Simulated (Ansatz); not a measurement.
Basis-set extrapolation for C₃H₆SSi (`C[SiH]1C=CS1`) (PBE0-D4/def2-TZVP geometry, frozen core, the Gaussian-basis code of Ansatz). Multiplicity 1, RHF reference.

|  | def2-TZVPP | def2-QZVPP |
| --- | --- | --- |
| HF | -803.626687 | -803.652003 |
| MP2 correlation | -0.783978 | -0.839873 |
| CCSD(T) correlation | -0.872465 | not run |

Energies in hartree. Use E(X) = E(∞) + A·exp(−7.88·√X) for Hartree–Fock and E(X) = E(∞) + B·X^(−2.97) for correlation, with X = 3 and 4, and add CCSD(T) minus MP2 of the smaller set to the MP2 limit.

Problem. What is the CCSD(T) energy at the basis-set limit?

Solution. HF limit: -803.652003 + (-0.025316) × 0.13774 = -803.65549. MP2 limit: -0.839873 + (-0.055895) × 0.74074 = -0.88128. Higher-order term: -0.872465 − (-0.783978) = -0.08849. Total: -804.62526 hartree, 79.1 kcal/mol below CCSD(T)/def2-TZVPP.
